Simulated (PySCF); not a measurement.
Relaxation of singlet [WF5]+

Computed with PBE in PySCF with W def2-SVP with ECP60, F def2-SVP; scalar-relativistic core potentials, no spin–orbit coupling; density-fitted integrals. A (50,194) grid was used.

A hand-made trigonal bipyramidal start, of D3h symmetry, held to at least that symmetry:

```xyz
6
charge 1 multiplicity 1, angstrom
W     0.0000    0.0000    0.0000
F     0.0000    0.0000    1.9698
F     0.0000    0.0000   -1.9698
F     1.9698    0.0000    0.0000
F    -0.9849    1.7059    0.0000
F    -0.9849   -1.7059    0.0000
```

Optimiser trace:
| step | E − E(last) (kJ/mol) | largest gradient (Eh/bohr) |
| --- | --- | --- |
| 0 | 178.39 | 0.08602 |
| 1 | 7.69 | 0.02343 |
| 2 | 2.07 | 0.01393 |
| 3 | 0.02 | 0.00126 |
| 4 | 0.00 | 0.00027 |
| 5 | 0.00 | 0.00010 |

It ends at D3h with W–F 1.808 Å (×3), W–F 1.835 Å (×2); F–W–F 90.0° (×6), F–W–F 120.0° (×3), F–W–F 180.0° (after a last refinement on a finer grid). No frequency check is given, so it may be a saddle point.

Stability towards spin polarisation was not tested. No spin–orbit coupling is included, which matters more the heavier the element.
